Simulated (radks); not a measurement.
The numbers below are computed, except where a source is named.
Valence configurations of Cd IV (all share [Kr]). Code: a radial shooting solver on a logarithmic mesh with Libxc functionals. Model: Dirac Kohn-Sham, PBE, spin-unpolarised, spherical densities, point nucleus; open shells are shared between the two j in proportion to 2j + 1. Order these by energy: 4d8 5s0.5 5p0.5; 4d7 5s2; 4d8 5s1; 4d8.5 5s0.5; 4d7 5p2; 4d9; 4d8 5p1; 4d8.5 5p0.5.

Answer. From the lowest, in eV above it: 4d9 0.000; 4d8.5 5s0.5 7.100; 4d8.5 5p0.5 11.216; 4d8 5s1 14.871; 4d8 5s0.5 5p0.5 19.101; 4d8 5p1 23.354; 4d7 5s2 32.483; 4d7 5p2 50.444. NIST lists [Kr] 4d9 as the ground configuration; this level of theory agrees among the configurations tried. The energies are those of spherical spin-averaged densities, not of single terms.
